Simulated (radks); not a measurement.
The numbers below are computed, except where a source is named.
Question: Valence configurations of Ba I (all share [Xe]). Code: a radial shooting solver on a logarithmic mesh with Libxc functionals. Model: scalar-relativistic Kohn-Sham, BLYP, spin-unpolarised, spherical densities, finite nucleus; Fermi nuclear charge, rms radius 4.8378 fm. Order these by energy: 5d1 6s1; 5d0.5 6s1.5; 6s2; 5d1.5 6s0.5; 6s1 6p1; 6p2; 4f2.

Answer: From the lowest, in eV above it: 6s2 0.000; 5d0.5 6s1.5 0.651; 5d1 6s1 1.365; 6s1 6p1 2.079; 5d1.5 6s0.5 2.124; 6p2 4.309; 4f2 9.072. NIST lists [Xe] 6s2 as the ground configuration; this level of theory agrees among the configurations tried. The energies are those of spherical spin-averaged densities, not of single terms. No valid solution was reached for [Xe] 4f0.5 6p1.5; [Xe] 4f0.5 6s1.5; [Xe] 4f1 6s1.
